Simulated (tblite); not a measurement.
Compound: C5H3F3.
Numbering: `[CH2:1]=[C:2]([F:3])[C:4]#[C:5][CH:6]([F:7])[F:8]` (hydrogens: H9, H10 on C1; H11 on C6)

Computed with GFN2-xTB (tblite), gas phase: Langevin dynamics at 300 K from the optimised GFN2-xTB geometry, time step 0.5 fs, friction 0.01 fs⁻¹, 2000 steps. The instantaneous temperature is 2·E(kin)/(3Nk) with all 3N coordinates.

```tsv
t (fs)	T (K)	E(pot) above start (eV)	C1=C2 (Å)	C2–F3 (Å)	C2–C4 (Å)	C4≡C5 (Å)	C5–C6 (Å)	C1–H9 (Å)
0	263	0.000	1.326	1.350	1.415	1.203	1.453	1.073
50	152	0.243	1.345	1.362	1.414	1.184	1.446	1.032
100	216	0.180	1.314	1.307	1.417	1.205	1.444	1.082
150	253	0.276	1.313	1.328	1.418	1.184	1.425	1.103
200	223	0.321	1.325	1.366	1.381	1.209	1.423	1.067
250	290	0.283	1.335	1.341	1.420	1.206	1.483	1.056
300	209	0.275	1.306	1.388	1.379	1.219	1.508	1.066
350	170	0.318	1.341	1.415	1.385	1.198	1.491	1.058
400	235	0.245	1.324	1.380	1.420	1.210	1.488	1.068
450	297	0.186	1.292	1.385	1.450	1.209	1.485	1.073
500	199	0.449	1.350	1.367	1.433	1.200	1.469	1.056
550	318	0.404	1.331	1.322	1.459	1.241	1.462	1.113
600	322	0.365	1.321	1.342	1.486	1.179	1.442	1.060
650	275	0.455	1.331	1.382	1.436	1.225	1.451	1.073
700	304	0.397	1.332	1.360	1.406	1.177	1.460	1.119
750	377	0.455	1.303	1.391	1.390	1.217	1.459	1.021
800	369	0.413	1.324	1.390	1.422	1.173	1.475	1.127
850	279	0.318	1.345	1.353	1.447	1.228	1.456	1.062
900	251	0.412	1.322	1.355	1.455	1.202	1.427	1.061
950	216	0.487	1.364	1.364	1.485	1.219	1.495	1.089
1000	273	0.311	1.334	1.344	1.417	1.192	1.469	1.052
```

Question: From 500 fs on, how do temperature and potential energy compare with equipartition?

Answer: The mean temperature of these 11 frames is 289 K against the target 300 K, and the mean potential energy 0.41 eV against 27 × kT/2 = 0.35 eV for 27 classical harmonic modes. For 11 atoms in a canonical ensemble the temperature itself scatters by T·√(2/(3N)) = 74 K; here its standard deviation is 54 K. The whole run lasts only 10 friction times of 100 fs, so these averages carry a wide statistical error.

Question: What are the kinetic and total energies of the listed frame with the highest potential energy?

Answer: The one at 950 fs, 0.487 eV above the start. Its kinetic energy is 3NkT/2 = 0.307 eV at 216 K, so the sum is 0.79 eV; over the listed frames the sum runs from 0.37 to 0.99 eV, since the thermostat adds and removes energy.

Question: How much do the listed bonds fluctuate from 500 fs on?

Answer: 
```tsv
bond	at the start (Å)	mean (Å)	standard deviation (Å)
C1=C2	1.326	1.332	0.015
C2–F3	1.350	1.361	0.020
C2–C4	1.415	1.440	0.029
C4≡C5	1.203	1.205	0.022
C5–C6	1.453	1.460	0.017
C1–H9	1.073	1.076	0.031
```

The motion is classical and holds no zero-point motion.

What follows is the cost of the whole dynamics run. Hardware: one thread of an Intel Xeon Platinum 8488C, no GPU, shared host. Cost: 8.5 s, 0.19 GiB resident at most.
